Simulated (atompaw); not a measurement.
## antimony (Sb): PAW (atompaw) pseudisation with LDA (PW92), scalar-relativistic reference atom.

antimony, PAW, made with atompaw 4.2.0.5 (LDA (PW92), scalar-relativistic). Core [Kr] 4d10, reference 5s2 5p3. Waves: 5s (bound): rc 2.85 bohr; 5s channel at 4.45 Ry: rc 2.85 bohr; 5p (bound): rc 2.85 bohr; 5p channel at 1.8 Ry: rc 2.85 bohr; 5d channel at 0.35 Ry: rc 2.85 bohr; 5d channel at 1.65 Ry: rc 2.85 bohr. Local part: bessel scheme, radius 1.95 bohr. Core correction: smooth core density matched at 1.65 bohr. Augmentation charge: sinc compensation charge, radius 2.40 bohr; PAW radius 2.85 bohr; waves and projectors: custom rrkj gramschmidtortho.

* Cutoffs needed: 6 Ry and 10 Ry (the cutoffs (Ry, on a coarse ladder) from which the occupation-weighted sum of valence levels, in a spherical-Bessel basis at the reference potential, stays within 10 and 1 mRy of its value at 400 Ry)
* Ghost test: no extra level below or beside the all-electron valence levels (s, p, d, f tested) (spherical-Bessel basis up to 400 Ry, 20 bohr box)
* Lowest eigenvalue of the overlap operator: 0.10 (s channel)
* Overlap eigenvalues printed by atompaw (projector basis): 0.00896, 0.0308, 0.219, 0.359, 1.45, 2.39
* Share of each valence orbital outside the PAW sphere: 5s 19 %, 5p 44 %
